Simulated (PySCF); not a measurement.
CsS at PBE0

Computed with PBE0; Cs x2c-TZVPall, S x2c-TZVPall; spin-free X2C with a Gaussian nucleus (PySCF 2.14).

For CsS, the state is ²Σ⁺ (doublet), unpaired electrons σ ↑, a second solution, started from another occupation. The bond length is 2.834 Å, the harmonic wavenumber is 209 cm⁻¹ and the force constant is 0.664 mdyn/Å. The rotational constant Be is 0.08142 cm⁻¹. The anharmonicity ωexe is 0.703 cm⁻¹ and the vibration–rotation constant αe is 0.000391 cm⁻¹. The energy of the minimum from ground-state Cs + S is -2.73 eV. The bond order (Mayer) is 0.75 and the dipole moment (positive dipole means Cs(−)S(+)) is -9.40 D.

These are scalar-relativistic numbers at best; spin–orbit coupling would shift them, the dissociation energy most.
